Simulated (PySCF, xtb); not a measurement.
C2H10O2Si2, SMILES CO[Si@@H](O)C[SiH3]. Other conformers were not sampled.

Harmonic wavenumbers (cm⁻¹) from xtb with GFN2-xTB at its own minimum, in rising order: 31, 82, 91, 97, 115, 165, 187, 229, 318, 328, 489, 521, 619, 671, 712, 723, 755, 794, 797, 803, 820, 838, 898, 1032, 1129, 1133, 1147, 1157, 1416, 1461, 1481, 1491, 2178, 2223, 2266, 2295, 2947, 2960, 2984, 2992, 3011, 3663.

### Question
What does B3LYP-D3(BJ)/def2-SVP run with PySCF 2.14.0 give at its own minimum? (An estimate is asked for; the answer gives what the named calculation found.)

### Answer
45, 75, 87, 107, 143, 187, 218, 290, 374, 382, 501, 561, 672, 719, 743, 771, 812, 856, 895, 912, 950, 956, 966, 1015, 1078, 1149, 1177, 1211, 1381, 1474, 1476, 1478, 2191, 2212, 2247, 2253, 2991, 3044, 3059, 3103, 3105, 3858. Paired by order, the mean absolute difference is 50 cm⁻¹ and the zero-point energies are 71.5 and 73.9 kcal/mol.
